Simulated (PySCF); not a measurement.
## Ionisation energy of O⁺ by level of theory

O⁺ [He] 2s2 2p3 (4S) → O²⁺ [He] 2s2 2p2 (3P), as a difference of total energies. Calculation: PySCF 2.14, in dyall-acv3z; the spin-free X2C one-electron Hamiltonian (Gaussian nucleus). Correlated levels: valence: 1s2 frozen; virtual orbitals above 40 to 60 times the deepest correlated orbital energy dropped. The calculations carry no spin-orbit coupling.

| method | ionisation energy (eV) | plus first-order spin-orbit estimate | error of that sum (eV) |
| --- | --- | --- | --- |
| UHF | 34.568 | 34.541 | -0.580 |
| MP2 (valence) | 35.204 | 35.177 | +0.056 |
| SCS-MP2 (valence) | 34.944 | 34.916 | -0.205 |
| CCSD (valence) | 35.025 | 34.997 | -0.124 |
| CCSD(T) (valence) | 35.035 | 35.008 | -0.113 |

Reference: 35.121 eV (measured; NIST Atomic Spectra Database, ionization energies).

A first-order spin-orbit estimate (lowest level to lowest level, LS coupling) adds -0.027 eV.

Errors of the correlated levels include the incompleteness of this basis and the frozen core.
